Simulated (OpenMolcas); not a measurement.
Fe2+ (d6) on a cation site of an ionic host was computed by CASSCF with the d shell active (OpenMolcas, ANO-RCC-VTZP on the metal). Its lowest spin-free states, and all those of the highest spin:

```
2S+1  Degeneracy  E (cm-1)
   5           2       0.0
   5           3      3180
   3           3     21360
   3           2     22655
   3           3     24131
   3           3     24251
   3           1     26198
   3           3     26236
   3           3     27512
   3           1     28135
   3           3     29491
   3           2     29558
```

Q: Is the site octahedral, tetrahedral or cube-like, axial, or of lower symmetry?

A: The states with 2S+1 = 5 have orbital degeneracies 2, 3. Threefold states need a cubic site. For d6 at this spin an octahedron puts the threefold T2 below the twofold E and a tetrahedron or cube puts the twofold E below the threefold T2, so the site is a tetrahedron or a cube, which this pattern cannot tell apart. The first gap at this spin, 3180 cm-1, is |10Dq| in ligand-field theory. The run had Fe2+ with its 8 nearest fluoride ions at 2.328 Å, on the Sr site of SrF2 (a = 5.796 Å, distance in the model lattice 2.510 Å). The rest of the host is ab initio model potentials to 7.6 Å and point charges beyond; the distance is set by hand and nothing relaxes. Ligand basis ANO-RCC-VDZP.

An orbital doublet at a regular site is open to a Jahn-Teller distortion, which this geometry leaves out. Without dynamic correlation the repulsion within the d shell is too large (B by tens of per cent), so at a given field states of lower spin stand too high. Ligand-to-metal charge-transfer states are missing. With no ligand orbital active B as a rule stays too high, so bands that hang on it stand too high and its fall with covalency is understated. With metal d orbitals alone and no dynamic correlation 10Dq can be off by a tenth to a fifth, either way, in oxide and fluoride hosts. No measured value stands beside these numbers; the geometry was set by hand and not optimised.
